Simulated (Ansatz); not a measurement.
C2H9BOSi (`COB(C)[SiH3]`), relaxed with RKS PBE-D4/def2-SVP in Ansatz from a rough embedded geometry. The force threshold is 0.03 eV/Å; the program also tests the step.

Charge 0, multiplicity 1.

Start:

```xyz
14

C    -1.615    1.147   -0.226
O    -1.123    0.421    0.806
B     0.169   -0.120    0.362
C     1.553    0.608    0.754
Si    0.254   -1.884   -0.477
H    -2.610    1.647    0.098
H    -1.824    0.590   -1.129
H    -0.946    2.066   -0.433
H     2.010    0.840   -0.239
H     1.276    1.583    1.213
H     2.147    0.011    1.341
H    -1.138   -2.421   -0.591
H     1.023   -2.753    0.329
H     0.824   -1.735   -1.807
```

By how much does the energy fall, and how many steps does the optimiser take? (An estimate is asked.)

Computed: 145.88 kJ/mol, in 19 steps, 1 of them rejected.

Which bonds change most? (An estimate is asked.)

Ansatz gave: O2–B3 from 1.469 to 1.361 Å; B3–Si5 from 1.955 to 2.061 Å; Si5–H13 from 1.413 to 1.508 Å; C4–H11 from 1.026 to 1.113 Å.

Give the relaxed structure. (Best estimate.)

The calculation gave: 
```xyz
14

C    -1.784    1.081   -0.465
O    -0.548    1.190    0.220
B     0.398    0.214    0.298
C     1.709    0.544    1.107
Si    0.155   -1.625   -0.600
H    -2.613    1.266    0.248
H    -1.928    0.080   -0.930
H    -1.830    1.854   -1.261
H     2.606    0.416    0.462
H     1.713    1.569    1.530
H     1.845   -0.187    1.935
H    -1.077   -2.360   -0.117
H     1.338   -2.520   -0.324
H     0.017   -1.522   -2.103
```
